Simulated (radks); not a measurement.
Species: the beryllium ion Be+. Configuration: [He] 2s1.

All-electron calculation, non-relativistic Kohn-Sham, LDA (Slater exchange, Perdew-Wang correlation), spin-polarised, spherical densities, point nucleus; open shells are filled with parallel spins first. Program: a radial shooting solver on a logarithmic mesh with Libxc functionals.

Energy parts (eV):
total: -384.080
kinetic: 381.035
electron-nucleus: -859.460
Hartree: 157.350
exchange-correlation: -63.005

Orbitals (lengths in bohr, moments of r in powers of bohr; <r^-3> diverges for s and p1/2; r(90%) holds 90 % of the orbital's charge):
orbital  occ.  eigenvalue (eV)   <r^2>     <r>  r(90%)  <r^-3>
1s up       1        -116.4573  0.2453  0.4241   0.765       -
1s down     1        -115.9606  0.2440  0.4234   0.763       -
2s up       1         -14.2989   6.028   2.265    3.50       -
2s down     0         -11.9454   6.708   2.376    3.74       -

The highest occupied level is 2s up at -14.299 eV. The density falls to 0.001 e/bohr^3 at r = 3.45 bohr. The electron density at the nucleus is 34.54 e/bohr^3. Summed over all electrons, <r^2> = 6.517 bohr^2, which gives a Langevin (diamagnetic) susceptibility term of -5.16 x 10^-6 cm^3/mol.
